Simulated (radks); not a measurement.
Values are calculated unless marked as measured or tabulated.
Question: Ge, configuration [Ar] 3d10 4s2 4p1 6p1 (not the ground configuration). Level of theory: scalar-relativistic Kohn-Sham, r2SCAN, spin-polarised, spherical densities, finite nucleus; open shells are filled with parallel spins first; meta-GGA in the generalised Kohn-Sham scheme; Fermi nuclear charge, rms radius 4.0742 fm (a radial shooting solver on a logarithmic mesh with Libxc functionals). Some entries of the table are withheld. Estimate them.

orbital,occ.,eigenvalue (eV),r(max) (bohr)
1s up,1,-10999.38,0.03073
1s down,1,-10999.32,0.03073
2s down,1,-1391.121,0.1759
2s up,1,-1391.118,0.1759
2p up,3,-1214.547,0.1413
2p down,3,-1214.513,0.1413
3s up,1,-180.7490,0.5417
3s down,1,-180.7109,0.5418
3p up,3,-126.0948,(1)
3p down,3,-126.0482,(2)
3d up,5,-37.2151,0.5061
3d down,5,-37.1117,0.5060
4s up,1,-18.9442,1.728
4s down,1,-17.6731,1.713
4p up,1,-9.9656,(3)
4p down,0,-8.3830,(4)
6p up,1,(5),18.10

Answer: 
(1) 3p up r(max) (bohr): 0.5431
(2) 3p down r(max) (bohr): 0.5432
(3) 4p up r(max) (bohr): 2.084
(4) 4p down r(max) (bohr): 2.041
(5) 6p up eigenvalue (eV): -0.7182
